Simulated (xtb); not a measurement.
C3H7O2, doublet, at a GFN2-xTB geometry. Base run: GFN2-xTB (xtb 6.7.1).

Input for xtb:
```
$ xtb mol.xyz --gfn 2 --uhf 1 --json

# file mol.xyz
12

C      1.38289072    -0.82437573     0.53679913
C      0.50950365     0.09301209    -0.23765718
O      0.84386230     1.43063186    -0.17475057
C     -0.85836591    -0.30056562    -0.65335888
O     -1.77431808    -0.43610899     0.44043898
H      0.85160641    -1.25365403     1.39124192
H      1.71658133    -1.65698409    -0.08560365
H      2.25033180    -0.27778887     0.89490509
H      0.23410632     1.94603789    -0.71552314
H     -0.85088573    -1.28963408    -1.11844561
H     -1.26579534     0.42763259    -1.37435551
H     -1.69646917     0.33978311     1.00757527
```

The base run was repeated with changes; each row names its change, and settings that it needs were set with it.

```tsv
change	ΔE vs base (kJ/mol)	dipole (D)	G_solv (kcal/mol)	SCF cycles
base	0.00	1.50	-	10
alpb = water	-32.7	1.80	-9.90	10
acc = 0.0001	0.00	1.50	-	17
gbsa = water	-24.16	1.71	-6.70	10
gbsa = acetonitrile	-28.8	1.72	-7.41	10
acc = 1000	0.06	1.53	-	4
etemp = 10000	-27.2	1.33	-	10
```

ALPB and GBSA are two models with their own fitted parameters for each solvent, which aren't always the measured dielectric constant.
